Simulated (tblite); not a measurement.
Species: BH6NSSi.
SMILES with atom numbers: `[NH2:1][BH:2][S:3][SiH3:4]` (hydrogens: H5, H6 on N1; H7 on B2; H8, H9, H10 on Si4)

Computed with GFN2-xTB (tblite), gas phase: Langevin dynamics at 200 K from the optimised GFN2-xTB geometry, time step 0.5 fs, friction 0.01 fs⁻¹, 2000 steps. Over the second half of the run the saved frames average 203 K.

The optimised geometry, where the run starts:
```
atom  x, y, z in Å
N1      2.328   -0.054   -0.240
B2      0.969    0.194   -0.254
S3     -0.099   -0.808    0.806
Si4    -2.064   -0.107    0.327
H5      2.743   -0.768    0.336
H6      3.001    0.452   -0.788
H7      0.522    1.033   -0.936
H8     -2.912   -0.898    1.201
H9     -2.151    1.322    0.612
H10    -2.329   -0.360   -1.086
```

t = 25 fs, T = 101 K, E(pot) 0.104 eV above the start
```
atom  x, y, z in Å  |  force x, y, z in eV/Å
N1      2.304   -0.051   -0.177    0.432   0.227  -0.428
B2      0.950    0.159   -0.342    0.146  -0.507   0.528
S3     -0.095   -0.820    0.773   -0.527   0.323  -0.302
Si4    -2.103   -0.115    0.346    0.656   0.398  -0.318
H5      2.781   -0.645    0.472   -0.340  -0.265   0.330
H6      2.980    0.345   -0.799    0.167   0.319  -0.260
H7      0.575    0.898   -1.157   -0.205   0.023  -0.032
H8     -2.865   -0.994    1.169   -0.403  -0.283   0.445
H9     -2.121    1.312    0.759   -0.112  -0.456  -0.239
H10    -2.477   -0.365   -1.062    0.185   0.220   0.276
```

t = 75 fs, T = 156 K, E(pot) 0.152 eV above the start
```
atom  x, y, z in Å  |  force x, y, z in eV/Å
N1      2.259   -0.040   -0.143   -0.321   0.107  -0.478
B2      0.908    0.036   -0.440    0.276   0.378   0.175
S3     -0.205   -0.815    0.691   -0.568   0.203  -0.150
Si4    -2.244   -0.096    0.342    0.368  -1.056   0.604
H5      2.516   -0.638    0.602    0.541  -0.401   0.595
H6      3.029    0.364   -0.650   -0.137  -0.036   0.023
H7      0.567    0.737   -1.296   -0.318   0.071  -0.275
H8     -2.842   -0.941    1.421    0.064   0.533  -0.457
H9     -2.357    1.340    0.575    0.028  -0.079  -0.121
H10    -2.693   -0.607   -0.957    0.067   0.278   0.082
```

t = 275 fs, T = 241 K, E(pot) 0.217 eV above the start
```
atom  x, y, z in Å  |  force x, y, z in eV/Å
N1      2.180    0.169   -0.111   -0.538   0.348  -0.043
B2      0.807    0.290   -0.180    0.382  -0.756   0.756
S3     -0.098   -0.727    1.005   -0.205  -0.182   0.078
Si4    -2.079   -0.702    0.191    0.056   1.546  -0.009
H5      2.520   -0.342    0.673    0.603  -0.286   0.179
H6      2.846    0.708   -0.621    0.276   0.079  -0.106
H7      0.221    0.932   -0.893   -0.414   0.749  -0.954
H8     -2.813   -1.439    1.158   -0.385  -0.535   0.367
H9     -2.552    0.767    0.345    0.327  -1.117  -0.410
H10    -2.032   -1.254   -1.165   -0.101   0.154   0.144
```

t = 450 fs, T = 197 K, E(pot) 0.284 eV above the start
```
atom  x, y, z in Å  |  force x, y, z in eV/Å
N1      2.287   -0.003   -0.027   -0.980   0.091   0.861
B2      0.876   -0.109   -0.201    2.464   0.229   0.222
S3     -0.236   -0.430    1.104   -0.830  -0.349   0.649
Si4    -2.097   -1.012    0.115   -0.091   1.357   0.605
H5      2.783    0.052    0.862   -0.438  -0.200  -0.353
H6      2.883    0.253   -0.784    0.163   0.052  -0.324
H7      0.570    0.033   -1.275   -0.703   0.020  -1.248
H8     -2.699   -1.801    1.173   -0.001  -0.268  -0.136
H9     -2.947    0.264    0.053    0.602  -0.864  -0.229
H10    -1.705   -1.601   -1.151   -0.186  -0.069  -0.048
```

t = 475 fs, T = 145 K, E(pot) 0.266 eV above the start
```
atom  x, y, z in Å  |  force x, y, z in eV/Å
N1      2.284    0.026    0.015   -2.170  -0.161  -0.673
B2      0.876   -0.039   -0.300    2.427  -0.553   2.918
S3     -0.236   -0.494    1.103    0.523   0.292  -0.608
Si4    -2.069   -0.980    0.130    0.303  -0.850  -0.472
H5      2.695   -0.296    0.864   -0.061   0.045   0.439
H6      2.968    0.232   -0.681    0.201   0.098  -0.290
H7      0.562    0.102   -1.347   -0.774   0.389  -1.731
H8     -2.596   -1.994    1.027   -0.250   0.213   0.178
H9     -2.821    0.197   -0.232   -0.191   0.218   0.089
H10    -1.772   -1.758   -1.097   -0.008   0.308   0.151
```

t = 650 fs, T = 218 K, E(pot) 0.246 eV above the start
```
atom  x, y, z in Å  |  force x, y, z in eV/Å
N1      2.314    0.042    0.039   -2.348   0.088  -0.989
B2      0.909   -0.131   -0.129    2.558   0.748  -1.007
S3      0.082   -0.923    1.152   -1.344  -0.746   0.954
Si4    -2.019   -0.819    0.586    0.911  -0.174   0.934
H5      2.771   -0.257    0.841    0.879  -0.512   1.466
H6      2.880    0.543   -0.594    0.507   0.358  -0.570
H7      0.504    0.232   -1.155   -0.476   0.069  -0.079
H8     -2.545   -1.004    1.918   -0.324  -0.069   0.133
H9     -2.250    0.481    0.068   -0.206   0.796  -0.351
H10    -2.348   -1.836   -0.352   -0.157  -0.557  -0.491
```

t = 725 fs, T = 231 K, E(pot) 0.178 eV above the start
```
atom  x, y, z in Å  |  force x, y, z in eV/Å
N1      2.209    0.347   -0.027   -1.899   0.370  -1.347
B2      0.825    0.039   -0.176    1.181   0.053   0.770
S3      0.095   -1.006    1.161    0.127   0.462  -0.366
Si4    -1.994   -0.686    0.810   -0.292  -0.479  -0.194
H5      2.726    0.077    0.764    0.462  -0.495   0.903
H6      2.755    0.947   -0.634   -0.371  -0.215   0.033
H7      0.095    0.435   -1.014    0.551  -0.032   0.056
H8     -2.708   -0.797    2.088    0.269   0.120  -0.227
H9     -2.167    0.564    0.083   -0.050   0.142   0.196
H10    -2.431   -1.746   -0.117    0.023   0.074   0.175
```

t = 825 fs, T = 253 K, E(pot) 0.233 eV above the start
```
atom  x, y, z in Å  |  force x, y, z in eV/Å
N1      1.996    0.474   -0.269   -0.452  -0.156  -0.286
B2      0.641    0.177   -0.219    0.187  -0.029  -0.128
S3     -0.021   -0.758    1.243   -0.259   0.662  -1.053
Si4    -2.174   -0.671    0.920    0.366  -0.772   0.618
H5      2.684    0.262    0.401    0.397  -0.478   1.334
H6      2.515    0.740   -1.074   -0.232   0.455  -0.817
H7      0.042    0.532   -1.196   -0.116  -0.377   0.711
H8     -2.563   -1.756    1.884    0.049   0.512  -0.614
H9     -2.636    0.613    1.403   -0.082   0.223   0.006
H10    -2.570   -0.878   -0.478    0.142  -0.039   0.229
```

t = 925 fs
```
atom  x, y, z in Å
N1      1.723    0.694   -0.481
B2      0.394    0.264   -0.413
S3     -0.250   -0.443    1.137
Si4    -2.355   -0.938    0.933
H5      2.262    0.391    0.373
H6      2.186    1.247   -1.165
H7     -0.380    0.484   -1.268
H8     -2.493   -2.408    0.825
H9     -3.217   -0.468    2.017
H10    -2.719   -0.391   -0.402
```

Problem. Estimate the potential energy and the forces of this last frame.

Solution. 0.270 eV above the start.

```tsv
atom	Fx (eV/Å)	Fy (eV/Å)	Fz (eV/Å)
N1	-0.454	-1.444	2.225
B2	-0.100	0.611	-0.280
S3	-0.022	-0.144	0.165
Si4	0.029	-0.229	-0.921
H5	-0.291	0.850	-1.538
H6	0.192	0.013	-0.146
H7	0.132	-0.041	-0.077
H8	0.169	0.324	0.125
H9	0.340	0.127	-0.061
H10	0.005	-0.068	0.508
```

The bond farthest from its length at the start is N1–H5 (1.054 against 1.007 Å), and half the difference of its two atoms' forces along it is -1.81 eV/Å (positive lengthens). The largest atomic force is 2.69 eV/Å.

What follows is the cost of the whole dynamics run. On one thread, Intel Xeon at 2.50 GHz (x86_64), no GPU, shared host with 64 logical CPUs at a one-minute load of 60, this took 23 s wall and 0.18 GiB of memory at its peak.
